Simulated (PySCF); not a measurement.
C2H6ClFSi2, SMILES F[C@H]1C[SiH2][Si@H]1Cl.

The structure is a stationary point at B3LYP-D3(BJ)/def2-SVP. The structure was generated by enumeration; whether it is a known compound was not checked.

Method: TDDFT-PBE/def2-SVPD (PySCF).

Vertical excitations. Isolated molecule, no solvent.

| state | energy (eV) | λ (nm) | f | main pairs |
|---|---|---|---|---|
| S1 | 4.95 | 250 | 0.006 | HOMO→LUMO 98 % |
| S2 | 5.47 | 227 | 0.004 | HOMO−1→LUMO 95 % |
| S3 | 5.73 | 216 | 0.087 | HOMO→LUMO+1 73 %, HOMO−1→LUMO+1 17 % |
| S4 | 5.97 | 208 | 0.028 | HOMO→LUMO+2 91 % |
| S5 | 6.09 | 204 | 0.002 | HOMO−2→LUMO 89 % |
| S6 | 6.16 | 201 | 0.077 | HOMO−1→LUMO+1 69 %, HOMO→LUMO+1 12 % |
| S7 | 6.36 | 195 | 0.015 | HOMO→LUMO+3 94 % |
| S8 | 6.49 | 191 | 0.005 | HOMO−1→LUMO+2 89 % |
| S9 | 6.57 | 189 | 0.010 | HOMO−3→LUMO 94 % |
| S10 | 6.70 | 185 | 0.010 | HOMO→LUMO+4 83 % |
| T1 | 4.44 | 280 | 0 | HOMO→LUMO 98 % |
| T2 | 5.00 | 248 | 0 | HOMO→LUMO+1 96 % |
| T3 | 5.13 | 242 | 0 | HOMO−1→LUMO 98 % |
| T4 | 5.51 | 225 | 0 | HOMO→LUMO+2 96 % |
Triplets are in the Tamm–Dancoff approximation, which puts them higher than full response would, so one can lie above its singlet here.
